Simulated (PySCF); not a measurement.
One molecule, one basis, several functionals.

C₄H₇BrO.
SMILES: `C(Br)CC(=O)C`

Torsions of this conformer, `[CH3:1][C:2](=[O:3])[CH2:4][CH2:5][Br:6]`: C1–C2–C4–C5 180°, C2–C4–C5–Br6 180°.

PySCF, def2-SVPD basis, density fitting, gas phase, PBE0-D3(BJ)/def2-SVP geometry; singlet excitations by full TDDFT with frozen cores, triplets by Tamm–Dancoff TDDFT and ionisation energies by ΔSCF, from the lowest of the holes tried. One functional is left out:

| functional | exact exchange (%) | HOMO energy (eV) | LUMO energy (eV) | lowest singlet excitation (eV) | lowest triplet excitation (eV) | dipole moment (D) | mean polarisability (au) | vertical ionisation energy (eV) |
| --- | --- | --- | --- | --- | --- | --- | --- | --- |
| LDA | 0 | -6.17 | -2.22 | 4.18 | 3.73 | 2.770 | 78.2 | 9.93 |
| PBE | 0 | -6.02 | -2.00 | 4.22 | 3.69 | 2.684 | 77.7 | 9.70 |
| PBE0 | 25 | -7.57 | -0.83 | 4.49 | 3.88 | 2.787 | 74.4 | 9.48 |
| BHandHLYP | 50 | -8.96 | 0.42 | 4.72 | 4.14 | 2.886 | 72.3 | 9.76 |

Problem. Predict the row of B3LYP (20 % exact exchange) by straight lines through the other rows, and check it.

Solution. 
```tsv
property	line	computed	computed − line	PBE0 (25 %), for comparison
HOMO energy (eV)	-7.25	-7.33	-0.08	-7.57
LUMO energy (eV)	-1.09	-1.11	-0.02	-0.83
lowest singlet excitation (eV)	4.42	4.45	+0.03	4.49
lowest triplet excitation (eV)	3.87	3.89	+0.02	3.88
dipole moment (D)	2.786	2.769	-0.017	2.787
mean polarisability (au)	75.5	75.2	-0.3	74.4
vertical ionisation energy (eV)	9.71	9.43	-0.28	9.48
```

Problem. Which of these properties follows the share of exact exchange most closely, and which least?

Solution. Most closely the HOMO energy, least the vertical ionisation energy; the correlations over the tabulated rows are HOMO energy -0.999, LUMO energy 0.997, lowest singlet excitation 0.996, lowest triplet excitation 0.991, mean polarisability -0.989, dipole moment 0.898, vertical ionisation energy -0.286. The HOMO energy moves by -0.575 eV for every 10 %. Functionals with the same share still differ in their other parts: at 0 % LDA and PBE differ by 0.15 eV in it.
